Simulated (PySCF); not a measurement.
Compound: Cl2HSi (doublet state).
Bonds: Cl1–Si2, Si2–Cl3. Hydrogens: H4 on Si2.

Theory: PBE0-D3(BJ)/def2-SVP geometry optimisation, gas phase (PySCF 2.14.0).

(1) What internal coordinates does the optimisation give?

Answers

(1) 
```json
{"bond": "Cl1–Si2, Si2–Cl3", "length (Å)": "2.065"}
{"bond": "Si2–H4", "length (Å)": "1.497"}
```

Bonds in one row agree within 0.01 Å and their mean is given. A selection of angles:
```json
{"angle": "Cl1–Si2–Cl3", "degrees": "110.2"}
{"angle": "Cl1–Si2–H4", "degrees": "108.0"}
```

Si2 (silicon bonded to 2 Cl and H) is pyramidal (angles 110.2°, 108.0° and 108.0°, sum 326.2°, 0.63 Å off the plane of its three neighbours).

Point group: Cs (tolerance 0.08 Å). PBE0-D3(BJ)/def2-SVP frequencies: not computed here. ⟨S²⟩ = 0.752 (exact for a doublet: 0.75).


Species: YF3 (singlet state).
Bonds: Y1–F2, Y1–F3, Y1–F4.

Theory: PySCF, PBE0-D3(BJ)/def2-SVP geometry optimisation, gas phase, def2 core potentials past Kr.

Task: List the bond lengths and angles at this level.

Result: 
| bond | length (pm) |
| --- | --- |
| Y1–F2, Y1–F3, Y1–F4 | 199.4 |

Bonds in one row agree within 1 pm and their mean is given. A selection of angles:
| angle | degrees |
| --- | --- |
| F2–Y1–F3 | 119.8 |

Y1 (yttrium bonded to 3 F) is planar (angles 120.1°, 120.1° and 119.8°, sum 360.0°, 0.01 Å off the plane of its three neighbours). All 3 F–Y bonds measure 1.994 to 1.995 Å. The 4 heavy atoms lie in one plane (0.003 Å rms).

Point group: D3h (tolerance 0.08 Å). Stationary, but not proved a minimum.
